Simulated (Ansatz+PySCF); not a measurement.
A calculation with Ansatz (development build ahead of 0.2.0).

```yaml
crystal:
  periodic: [false, false, false]
  atoms:
    - { symbol: I, position_ang: [0.0, 0.0, -0.57234] }
    - { symbol: Cl, position_ang: [0.0, 0.0, 1.78435] }
basis:
  gaussian: { orbitals: def2-SVP }
hamiltonian:
  xc: hf
correlation:
  method: mp2
  frozen_orbitals: { Cl: 5, I: 4 }
scf:
  omitted_lower_state_checks: [starts, atomic_configurations, cluster_reference, orbital_swaps, given_window_search, neighbouring_geometries, increment]
```

The input is written out in the form of the current development build from the run's settings. The basis set brings a core potential for I, so the total leaves out those core electrons.

Output:

```yaml
Converged: yes
Reference_energy: -755.99198 hartree
Correlation_energy: -0.24907 hartree
Total_energy: -756.24105 hartree
Spin_squared_of_the_determinant: 0.000
Stability_test: minimum among restricted orbitals
```
